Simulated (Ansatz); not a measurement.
```yaml
crystal:
  periodic: [false, false, false]
  atoms:
    - {symbol: N, position_ang: [-1.653975, 0.914240, -0.255556]}
    - {symbol: Hf, position_ang: [0.294963, 0.437315, 0.097373]}
    - {symbol: N, position_ang: [0.328974, -0.853139, 1.673440]}
    - {symbol: N, position_ang: [0.977287, -0.576552, -1.532647]}
    - {symbol: F, position_ang: [1.356442, 2.010727, 0.447671]}
    - {symbol: H, position_ang: [-2.452384, 0.463169, 0.166961]}
    - {symbol: H, position_ang: [-1.978045, 1.698624, -0.804575]}
    - {symbol: H, position_ang: [0.495425, -1.847111, 1.612060]}
    - {symbol: H, position_ang: [0.277789, -0.592904, 2.648806]}
    - {symbol: H, position_ang: [1.948495, -0.737522, -1.761843]}
    - {symbol: H, position_ang: [0.405018, -0.916839, -2.291700]}
basis:
  gaussian: {orbitals: def2-SVPD, nuclear_model: gaussian}
hamiltonian: {xc: {name: SPW92}}
scf: {lower_state_search: light}
```

```sh
$ ansatz run in.yaml --threads 4 --pin off --events-out ev --progress --plain --max-ram 10444MiB
```

It prints (some lines left out):

```
Functional definition: SPW92
1414 factors; their error is unknown
mean field evaluation 1: about -8506.6934 eV, gradient 1.2e2 eV
mean field evaluation 2: about -8361.0645 eV, gradient 2.6e2 eV
mean field evaluation 4: about -8533.7148 eV, gradient 1.8e1 eV
mean field evaluation 8: about -8534.6191 eV, gradient 1.1e-1 eV
mean field evaluation 16: about -8534.5302 eV, gradient 3.2e-4 eV
mean field -8534.53021131 eV, -313.6382003531 hartree, gradient 7.8e-5 eV, S^2 0.000000; 0 other end points of the search recorded, 0 dependent functions left out
reference -8534.53027610 eV, -313.6382027342 hartree; 24, 24 occupied and 142, 142 virtual orbitals, 1414 factors
Total energy: -8534.53027610 eV, -313.6382027342 hartree
```

Hardware: 4 threads of an Arm Neoverse V2 on a shared host. Wall time 0.95 s, peak host memory 0.54 GiB.
